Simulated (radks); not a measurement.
Question: These are the eigenvalues of the occupied orbitals of an atom or ion with whole-number occupations (eV). All-electron calculation, Dirac Kohn-Sham, BLYP, spin-unpolarised, spherical densities, point nucleus. Program: a radial shooting solver on a logarithmic mesh with Libxc functionals.

orbital  eigenvalue
1s1/2     -8675.282
2s1/2     -1430.739
2p1/2     -1308.665
2p3/2     -1290.850
3s1/2     -482.5786
3p1/2     -443.7860
3p3/2     -440.2249

Which element is it, and in what charge state? The configuration may be excited. Open shells, if any, are shared by 2j + 1.

Answer: Z = 28, nickel, charge +14: Ni14+ in [Ne] 3s2 3p2. The list shows which subshells hold electrons but not how many an open one holds; the 1s level, -318.81 hartree, gives Z - s = 25.3 by -(Z - s)^2/2, which with screening and relativity narrows Z to a few neighbours, and the depths of the outer levels then fix element, charge and occupations together.
